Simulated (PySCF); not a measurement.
hexa-1,2-dien-4-yne (C6H6), SMILES C=C=CC#CC. Atoms are numbered in the order given.

```xyz
12

C      2.9798     0.0097     0.6722
C      1.8412    -0.4524     0.2091
C      0.6939    -0.9332    -0.2644
C     -0.5552    -0.2489    -0.2364
C     -1.6491     0.3094    -0.2303
C     -2.9389     0.9824    -0.2166
H      3.2909    -0.1636     1.7180
H      3.6680     0.5938     0.0351
H      0.7072    -1.9454    -0.7170
H     -3.7366     0.3401    -0.6451
H     -2.9136     1.9220    -0.8087
H     -3.2462     1.2513     0.8165
```
Charge 0, spin multiplicity 1.

Geometry optimised at PBE-D3(BJ)/def2-SVP.

Two levels are set side by side: PBE/pcSseg-1 (PySCF) and PBE0/pcSseg-1 (PySCF). GIAO shifts against TMS (¹H), TMS (¹³C) at the same level; non-relativistic, no solvent, atoms listed together averaged. Differences are taken from unrounded values.

```csv
quantity,PBE
δ(¹³C) of C1 (ppm),83.2
δ(¹³C) of C2 (ppm),236.6
δ(¹³C) of C3 (ppm),84.8
δ(¹³C) of C4 (ppm),79.2
δ(¹³C) of C5 (ppm),102.0
δ(¹³C) of C6 (ppm),10.5
"δ(¹H) of H7, H8 (ppm)",5.64
δ(¹H) of H9 (ppm),6.09
"δ(¹H) of H10, H11, H12 (ppm)",2.67
```

**Question.** These are the PBE values. What does PBE0 give? (Estimate from the structure and the level; the computed values follow.)

**Answer.** 
| quantity | PBE0 | PBE minus PBE0 |
|---|---|---|
| δ(¹³C) of C1 (ppm) | 85.1 | -1.9 |
| δ(¹³C) of C2 (ppm) | 240.3 | -3.6 |
| δ(¹³C) of C3 (ppm) | 86.1 | -1.2 |
| δ(¹³C) of C4 (ppm) | 78.4 | 0.8 |
| δ(¹³C) of C5 (ppm) | 102.4 | -0.4 |
| δ(¹³C) of C6 (ppm) | 9.8 | 0.7 |
| δ(¹H) of H7, H8 (ppm) | 5.72 | -0.08 |
| δ(¹H) of H9 (ppm) | 6.09 | 0.01 |
| δ(¹H) of H10, H11, H12 (ppm) | 2.63 | 0.04 |

Rough cost on one machine, each run with all the roots and properties that it gave: PBE0 against PBE within a factor of 2.
